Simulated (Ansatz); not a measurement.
Job for Ansatz (a quantum-chemistry and plane-wave program): U-wB97X-V/def2-TZVPP on H (SMILES [H]).

Ansatz 0.2 input:
```yaml
crystal:
  periodic: [false, false, false]
  atoms:
    - {symbol: H, position_ang: [0.00000000, 0.00000000, 0.00000000]}
basis:
  gaussian:
    orbitals: def2-TZVPP
hamiltonian:
  xc: {name: wB97X-V}
magnetization: {spin_polarized: true, initial_magnetization: 1}
```

It printed:

```
WARN ansatz: RAYON_NUM_THREADS=8 ignored (pool sized by the plan → 8); use --threads N
Functional definition: wB97X-V
integrals: 0.00 GiB planned
59 factors; their error is unknown
integrals: 0.04 GiB planned
21 factors; integrals over basis functions are off by at most 3.8e-5 eV
mean field: 0.06 GiB planned
mean field evaluation 1: about -13.5981 eV, gradient 1.1e0 eV
mean field evaluation 2: about -13.6148 eV, gradient 2.7e-1 eV
mean field evaluation 4: about -13.6192 eV, gradient 1.7e-2 eV
mean field evaluation 8: about -13.6191 eV, gradient 8.8e-5 eV
mean field -13.61913181 eV, -0.5004938627 hartree, gradient 8.8e-5 eV, S^2 0.750000; 0 other end points of the search recorded, 0 dependent functions left out
reference -13.61913331 eV, -0.5004939179 hartree; 1, 0 occupied and 13, 14 virtual orbitals, 59 factors
Total energy: -13.61913331 eV, -0.5004939179 hartree
```

The run converged.

Cost: around 0.4 core-seconds (rough).
